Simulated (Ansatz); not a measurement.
Compare A (`FC(F)=CC(F)(F)F`) with its isomer B (`F/C=C(\F)C(F)(F)F`).

Program: Ansatz. Geometries: PBE0-D4/def2-TZVP. ΔE: electronic, gas phase. CCSD(T)/CBS is the MP2 limit (def2-TZVPP, def2-QZVPP) plus CCSD(T) − MP2 in def2-TZVPP, frozen cores. DFT in def2-TZVPP. B3LYP here is the variant with VWN-RPA as its local correlation; programs differ in this.

Problem. Which is lower in electronic energy at CCSD(T)/CBS, and by how much? (Best estimate.)

Solution. Computed: A, by 37.5 kJ/mol.

Problem. Give E(B) − E(A) in kJ/mol with CCSD(T)/def2-SVP, r2SCAN-D4, PBE-D4, PBE0-D4, BLYP-D4, B3LYP, B3LYP-D4. (Best estimate.)

Solution. The calculation gave: CCSD(T)/def2-SVP 45.4, r2SCAN-D4 44.0, PBE-D4 40.6, PBE0-D4 42.6, BLYP-D4 36.2, B3LYP 39.0, B3LYP-D4 38.6. None reverses the order clearly.

Problem. Does the order hold for the free energy at 298.15 K (harmonic terms from PBE0-D4)? (Estimate.)

Solution. Ansatz gave: Yes: G(B) − G(A) = +39.6 kJ/mol. Modes under 60 cm⁻¹, often nearly free rotors, make the harmonic entropy too high.

Largest T1 diagnostic: 0.013.

Leaving LDA and LC-ωPBE aside and taking each functional with its dispersion term where it has one, the values, not all of them listed here, spread over 9.1 kJ/mol, from BLYP-D4 to r2SCAN0-D4. LDA lies +5.1 kJ/mol from PBE without D4. From BLYP to BHLYP (50 % exact exchange), in def2-TZVPP and without D4, E(B) − E(A) moves by +4.2 kJ/mol.
